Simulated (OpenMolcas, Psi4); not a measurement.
# Exact exchange and the dipole moment of InHCl

InHCl has 3 atoms, charge 0, and is taken as a doublet. As SMILES, `[Cl][InH]`. Geometry: relaxed at PBE0-D4/def2-TZVP.

The dipole moment y, in D, basis def2-TZVPP with a core potential; a is the functional's share of exact exchange. Programs: OpenMolcas 26.06, Psi4 1.11.

| functional | program | a | y (D) |
| --- | --- | --- | --- |
| U-r2SCAN | OpenMolcas | 0 | 2.77 |
| UPBE | OpenMolcas | 0 | 2.60 |
| UTPSSh | Psi4 | 0.1 | ? |
| UB3LYP | Psi4 | 0.2 | 2.79 |
| UPBE0 | Psi4 | 0.25 | 2.83 |
| UBHLYP | Psi4 | 0.5 | 3.00 |

Problem. Fit y = c + s·a to the known rows and predict UTPSSh.

Solution. 
1. Means of the 5 rows: a = 0.1900, y = 2.798.
2. Σ(Δa)² = 0.172, Σ(Δa·Δy) = 0.1074, so the slope is 0.1074/0.172 = 0.62442.
3. Intercept: 2.798 − (0.62442) × 0.1900 = 2.679. The largest residual of the fit is 0.091.
4. UTPSSh: 2.679 + (0.62442) × 0.1 = 2.74 D.

The run gave 2.77 D, so the prediction is off by -0.03 D, within the largest residual. More exact exchange makes the molecule more polar here. The rows mix families of semi-local functionals, which the line can't see.
